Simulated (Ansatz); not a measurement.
Total energies of `FC(F)(F)c1sc(-c2sc(-c3sc(-c4sc(C(F)(F)F)c5c4OCCO5)c4c3OCCO4)c3c2OCCO3)c2c1OCCO2` from Ansatz at PBE-D4/def2-SVP, gas phase (1 Eh = 27.2114 eV = 2625.5 kJ/mol). The reference geometry is relaxed at r2SCAN-D4/def2-SVP.

| state | geometry | energy (Eh) |
| --- | --- | --- |
| charge 0 singlet | reference | -3788.86906 |
| charge 1 doublet | reference | -3788.65275 |
| charge -1 doublet | reference | -3788.89662 |
| free F atom (doublet) | – | -99.53976 |
| free C atom (triplet) | – | -37.75124 |
| free S atom (triplet) | – | -397.80063 |
| free O atom (triplet) | – | -74.91467 |
| free H atom (doublet) | – | -0.49863 |

Single mean-field runs in def2-SVP are fitted with def2-universal-jkfit.

Question: Work out the vertical ionisation energy to the doublet.

Answer: E(charge 1 doublet) − E(charge 0 singlet) = -3788.65275 − (-3788.86906) = 0.21631 Eh = 5.89 eV. For comparison, −ε of the highest occupied level is 4.29 eV at this level, 1.60 eV less.

Question: Work out the vertical electron affinity, to the doublet.

Answer: E(charge 0 singlet) − E(charge -1 doublet) = -3788.86906 − (-3788.89662) = 0.02756 Eh = 0.75 eV. The basis lacks diffuse functions, which makes affinities too small.

Question: Give the fundamental gap IE − EA, the Mulliken electronegativity (IE + EA)/2 and the hardness (IE − EA)/2.

Answer: From the values in Eh: IE − EA = 0.21631 − 0.02756 = 0.18875 Eh = 5.14 eV; (IE + EA)/2 = 3.32 eV; (IE − EA)/2 = 2.57 eV. The HOMO–LUMO gap of the same run is 2.07 eV, 3.07 eV smaller than the fundamental gap.

Question: What is the binding energy per atom against free atoms?

Answer: Atoms: 6 × (-99.53976) + 26 × (-37.75124) + 4 × (-397.80063) + 8 × (-74.91467) + 16 × (-0.49863) = -3777.26876 Eh. Binding: -3777.26876 − (-3788.86906) = 11.60030 Eh = 315.66 eV, or 5.26 eV for each of 60 atoms (no zero-point energy, no counterpoise term).

At PBE-D4/def2-SVP the highest occupied level of the charge -1 doublet lies above zero (up to 0.80 eV). By energy differences its removal costs 0.75 eV (vertical, to the charge 0 singlet, at PBE-D4/def2-SVP); self-interaction error and the lack of diffuse functions both raise the level.
